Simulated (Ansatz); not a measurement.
Geometry optimisation of H6IN3Zr, SMILES `[NH2][Zr]([NH2])([NH2])[I]`.

```yaml
crystal:
  periodic: [false, false, false]
  atoms:
    - {symbol: N, position_ang: [-1.282263, 1.331532, -0.484919]}
    - {symbol: Zr, position_ang: [0.329273, 0.252180, 0.117116]}
    - {symbol: N, position_ang: [-0.257864, -0.928258, 1.661783]}
    - {symbol: N, position_ang: [0.867859, -0.964524, -1.417144]}
    - {symbol: I, position_ang: [2.433143, 1.919362, 0.868965]}
    - {symbol: H, position_ang: [-1.649828, 2.118945, 0.066147]}
    - {symbol: H, position_ang: [-1.790495, 1.301772, -1.375478]}
    - {symbol: H, position_ang: [-1.183587, -1.024950, 2.093052]}
    - {symbol: H, position_ang: [0.414504, -1.466475, 2.224927]}
    - {symbol: H, position_ang: [1.338514, -0.608137, -2.259889]}
    - {symbol: H, position_ang: [0.846044, -1.988548, -1.473858]}
basis:
  gaussian: {orbitals: def2-TZVP}
hamiltonian: {xc: pbe0, dispersion: d4}
relax: {f_tol: 0.005, max_steps: 150}
```

```sh
$ ansatz run in.yaml --threads 2 --pin off --events-out ev --progress --plain --max-ram 32768MiB --backend cuda --devices 0, --max-vram 18GiB
```

It prints (some lines left out):

```
Functional definition: PBE0
mean field -13951.48251156 eV, -512.7075256452 hartree, gradient 2.3e-5 eV, S^2 0.000000; 0 other end points of the search recorded, 0 dependent functions left out
relax step   1: F+E_penalty+E_count = -13951.72423197 eV  Δ(F+E_penalty+E_count) = +0.000e0 eV  max|allowed force component| = 6.745e-1 eV/Å  Δτ_max = 0.0000 Å  (32 SCF iters, accepted)
mean field -13951.51404040 eV, -512.7086843088 hartree, gradient 1.3e-5 eV, S^2 0.000000; 0 other end points of the search recorded, 0 dependent functions left out
relax step   2: F+E_penalty+E_count = -13951.75949751 eV  Δ(F+E_penalty+E_count) = -3.527e-2 eV  max|allowed force component| = 3.024e-1 eV/Å  Δτ_max = 0.0446 Å  (34 SCF iters, accepted)
mean field -13951.51698480 eV, -512.7087925136 hartree, gradient 1.2e-5 eV, S^2 0.000000; 0 other end points of the search recorded, 0 dependent functions left out
relax step   3: F+E_penalty+E_count = -13951.76228623 eV  Δ(F+E_penalty+E_count) = -2.789e-3 eV  max|allowed force component| = 9.623e-2 eV/Å  Δτ_max = 0.0336 Å  (33 SCF iters, accepted)
mean field -13951.51936753 eV, -512.7088800773 hartree, gradient 9.9e-6 eV, S^2 0.000000; 0 other end points of the search recorded, 0 dependent functions left out
relax step   4: F+E_penalty+E_count = -13951.76425398 eV  Δ(F+E_penalty+E_count) = -1.968e-3 eV  max|allowed force component| = 5.201e-2 eV/Å  Δτ_max = 0.0204 Å  (33 SCF iters, accepted)
mean field -13951.51956113 eV, -512.7088871917 hartree, gradient 9.8e-6 eV, S^2 0.000000; 0 other end points of the search recorded, 0 dependent functions left out
relax step   5: F+E_penalty+E_count = -13951.76455100 eV  Δ(F+E_penalty+E_count) = -2.970e-4 eV  max|allowed force component| = 3.108e-2 eV/Å  Δτ_max = 0.0068 Å  (35 SCF iters, accepted)
mean field -13951.51923471 eV, -512.7088751961 hartree, gradient 9.8e-6 eV, S^2 0.000000; 0 other end points of the search recorded, 0 dependent functions left out
relax step   6: F+E_penalty+E_count = -13951.76422150 eV  Δ(F+E_penalty+E_count) = +3.295e-4 eV  max|allowed force component| = 5.977e-2 eV/Å  Δτ_max = 0.0139 Å  (34 SCF iters, rejected (line search))
mean field -13951.52009620 eV, -512.7089068554 hartree, gradient 9.9e-6 eV, S^2 0.000000; 0 other end points of the search recorded, 0 dependent functions left out
relax step   7: F+E_penalty+E_count = -13951.76492513 eV  Δ(F+E_penalty+E_count) = -3.741e-4 eV  max|allowed force component| = 7.549e-3 eV/Å  Δτ_max = 0.0066 Å  (35 SCF iters, accepted)
mean field -13951.52027330 eV, -512.7089133637 hartree, gradient 9.8e-6 eV, S^2 0.000000; 0 other end points of the search recorded, 0 dependent functions left out
relax step   8: F+E_penalty+E_count = -13951.76503266 eV  Δ(F+E_penalty+E_count) = -1.075e-4 eV  max|allowed force component| = 6.273e-3 eV/Å  Δτ_max = 0.0108 Å  (34 SCF iters, accepted)
mean field -13951.52033541 eV, -512.7089156463 hartree, gradient 9.8e-6 eV, S^2 0.000000; 0 other end points of the search recorded, 0 dependent functions left out
relax step   9: F+E_penalty+E_count = -13951.76503832 eV  Δ(F+E_penalty+E_count) = -5.669e-6 eV  max|allowed force component| = 3.603e-3 eV/Å  Δτ_max = 0.0031 Å  (35 SCF iters, accepted)
mean field -13951.52033541 eV, -512.7089156463 hartree, gradient 9.8e-6 eV, S^2 0.000000; 1 other end points of the search recorded, 0 dependent functions left out
Total energy: -13951.76509578 eV, -512.7179104241 hartree
Atom 0 at    -1.270214     1.324857    -0.467377 Å, force     0.003603    -0.001073     0.001826 eV/Å
Atom 1 at     0.344277     0.262620     0.122528 Å, force    -0.002498    -0.002237    -0.000874 eV/Å
Atom 2 at    -0.243212    -0.925479     1.647723 Å, force     0.002268     0.002496    -0.002386 eV/Å
Atom 3 at     0.862843    -0.944095    -1.413009 Å, force    -0.000082     0.003486     0.002577 eV/Å
Atom 4 at     2.439950     1.921681     0.869777 Å, force    -0.000670    -0.000634    -0.000281 eV/Å
Atom 5 at    -1.651458     2.104204     0.054550 Å, force    -0.001088     0.000705    -0.000219 eV/Å
Atom 6 at    -1.764457     1.245323    -1.344804 Å, force    -0.000713    -0.000011    -0.000667 eV/Å
Atom 7 at    -1.175952    -1.016267     2.024863 Å, force    -0.000784    -0.000311     0.000427 eV/Å
Atom 8 at     0.396568    -1.459928     2.222341 Å, force    -0.000317    -0.000778     0.000914 eV/Å
Atom 9 at     1.325934    -0.618094    -2.252300 Å, force     0.000255    -0.000696    -0.001083 eV/Å
Atom 10 at     0.801020    -1.951924    -1.443589 Å, force     0.000027    -0.000947    -0.000234 eV/Å
Dipole moment:    -0.541161    -0.428399    -0.192972 e Å
```

Hardware: 2 threads of an AMD EPYC 7R13 on a shared host and a share of an NVIDIA H100 80 GB. Wall time 22 s, peak host memory 0.88 GiB.
